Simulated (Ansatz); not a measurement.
A run on CH₃AuF₃PS with other settings.

```yaml
crystal:
  periodic: [false, false, false]
  atoms:
    - {symbol: C, position_ang: [0.273159, -1.480200, 1.009695]}
    - {symbol: S, position_ang: [1.522610, -0.258767, 0.543758]}
    - {symbol: Au, position_ang: [2.270975, -0.971017, -1.443472]}
    - {symbol: P, position_ang: [-0.609454, 2.134598, -0.490966]}
    - {symbol: F, position_ang: [-0.186715, 1.616802, -1.917614]}
    - {symbol: F, position_ang: [-1.733280, 3.129031, -0.992764]}
    - {symbol: F, position_ang: [-1.582717, 0.948610, -0.120620]}
    - {symbol: H, position_ang: [0.705448, -2.471664, 1.129735]}
    - {symbol: H, position_ang: [-0.105116, -1.143000, 1.978077]}
    - {symbol: H, position_ang: [-0.554890, -1.504403, 0.304181]}
basis:
  gaussian: {orbitals: x2c-TZVPPall}
hamiltonian: {xc: {name: B3LYP5}}
output: {forces: true}
```

```sh
$ ansatz run in.yaml --threads 2 --pin off --events-out ev --progress --plain --max-ram 32768MiB --backend cuda --devices 0, --max-vram 18GiB
```

It prints (some lines left out):

```
Functional definition: B3LYP5
2399 factors; their error is unknown
mean field evaluation 1: about -546911.8632 eV, gradient 7.2e1 eV
mean field evaluation 2: about -546897.8054 eV, gradient 1.1e2 eV
mean field evaluation 4: about -546920.6217 eV, gradient 1.0e1 eV
mean field evaluation 8: about -546920.7898 eV, gradient 1.3e-1 eV
mean field evaluation 16: about -546921.3952 eV, gradient 3.9e-3 eV
mean field -546921.39518732 eV, -20098.9905564974 hartree, gradient 2.5e-5 eV, S^2 0.000000; 0 other end points of the search recorded, 0 dependent functions left out
reference -546921.39546391 eV, -20098.9905666621 hartree; 73, 73 occupied and 274, 274 virtual orbitals, 2399 factors
Total energy: -546921.39546391 eV, -20098.9905666621 hartree
Relativity: scalar
Atom 0 at     0.273159    -1.480200     1.009695 Å, force    -0.248531    -0.251302     0.116172 eV/Å
Atom 1 at     1.522610    -0.258767     0.543758 Å, force     0.210112     0.209913     0.118086 eV/Å
Atom 2 at     2.270975    -0.971017    -1.443472 Å, force     0.122059    -0.076996    -0.204487 eV/Å
Atom 3 at    -0.609454     2.134598    -0.490966 Å, force     0.283285     0.227384     0.263890 eV/Å
Atom 4 at    -0.186715     1.616802    -1.917614 Å, force     0.125456    -0.099279    -0.340438 eV/Å
Atom 5 at    -1.733280     3.129031    -0.992764 Å, force    -0.258647     0.277449    -0.093367 eV/Å
Atom 6 at    -1.582717     0.948610    -0.120620 Å, force    -0.247337    -0.291582     0.127501 eV/Å
Atom 7 at     0.705448    -2.471664     1.129735 Å, force    -0.039170     0.043614    -0.004718 eV/Å
Atom 8 at    -0.105116    -1.143000     1.978077 Å, force     0.009928    -0.021338    -0.032157 eV/Å
Atom 9 at    -0.554890    -1.504403     0.304181 Å, force     0.042844    -0.017864     0.049518 eV/Å
Dipole moment:     0.188837    -0.359964    -0.064258 e Å
```

Run time 14 s (2 threads of an AMD EPYC 7R13 on a shared host and a share of an NVIDIA H100 80 GB); peak host memory 1.2 GiB.
